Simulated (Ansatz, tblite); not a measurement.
Forces on Tl2F⁺ at its PBE-D4/def2-TZVP geometry. Charge 1, multiplicity 1.

In the def2 sets Tl takes a core potential; there is no spin–orbit coupling. The xTB rows come from tblite. The structure comes from a short search, and lower isomers may exist.

GFN1-xTB (tblite), largest force 0.52 eV/Å:

```xyz
3
positions Å, forces eV/Å
Tl    0.638    1.111    1.928    0.142    0.248    0.430
Tl   -0.638   -1.110   -1.928   -0.142   -0.248   -0.430
F     0.000   -0.001    0.000    0.000    0.000    0.000
```

GFN2-xTB (tblite), largest force 0.44 eV/Å:

```
Tl 0.120 0.210 0.364
Tl -0.120 -0.210 -0.364
F 0.000 0.000 0.000
```

PBE-D4/def2-TZVP (Ansatz), largest force 0.00 eV/Å:

```
Tl 0.000 0.000 0.000
Tl 0.000 0.000 0.000
F 0.000 0.000 0.000
```
